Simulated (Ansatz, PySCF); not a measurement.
Molecule: CHO₂, net charge 0, doublet state. It need not be the lowest isomer of its formula. SMILES: [C]([O])O
Geometry from a B3LYP-D3(BJ)/def2-TZVP (Ansatz, an electronic-structure program) optimisation:
```
C
O 1 1.1763
O 1 1.3404 2 127.01
H 3 0.9671 1 108.83 2 -180.00
```
Charge 0, spin multiplicity 2.

Quantity: atomisation energy (electronic, to ground-state atoms), in eV. Valence correlation only, unless marked. UHF or UKS for open shells. Spin-orbit coupling is left out. No relativistic terms. The coupled-cluster limit lacks core correlation, which all-electron functionals hold. Basis-set limits of correlation are two-point, X^-3; Hartree-Fock from the larger set.

```tsv
level	program	atomisation energy (eV)
HF/STO-3G	Ansatz	8.72
HF/6-31G*	Ansatz	10.31
HF/def2-TZVPD	PySCF	10.64
PBE-D3(BJ)/def2-TZVPD	Ansatz + dftd3	18.32
PBE-D4/def2-TZVPD	Ansatz + dftd4	18.32
revPBE-D4/def2-TZVPD	Ansatz + dftd4	17.59
revPBE/def2-TZVPD	Ansatz	17.45
```

Problem. What does CCSD(T)/CBS(cc-pVTZ,cc-pVQZ) (Ansatz) give?

Solution. 17.13 eV
